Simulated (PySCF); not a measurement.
C₂H₈Si₂, SMILES [SiH3]/C=C/[SiH3]. The structure is a stationary point at PBE0-D3(BJ)/def2-SVP.

Computed equilibrium geometry at PBE0-D3(BJ)/def2-SVP (PySCF confirms it by a frequency run) as a Z-matrix, and its point group:
point group C2h.
```
C
C 1 1.3452
H 1 1.1004 2 118.32
H 2 1.1004 1 118.32 3 180.00
Si 1 1.8744 3 117.70 2 180.00
H 5 1.4941 1 109.02 3 180.00
H 5 1.4960 6 109.44 4 121.15
H 5 1.4960 6 109.44 7 117.69
Si 2 1.8744 4 117.70 1 180.00
H 9 1.4941 2 109.02 4 180.00
H 9 1.4960 10 109.44 3 -121.15
H 9 1.4960 10 109.44 11 -117.69
```
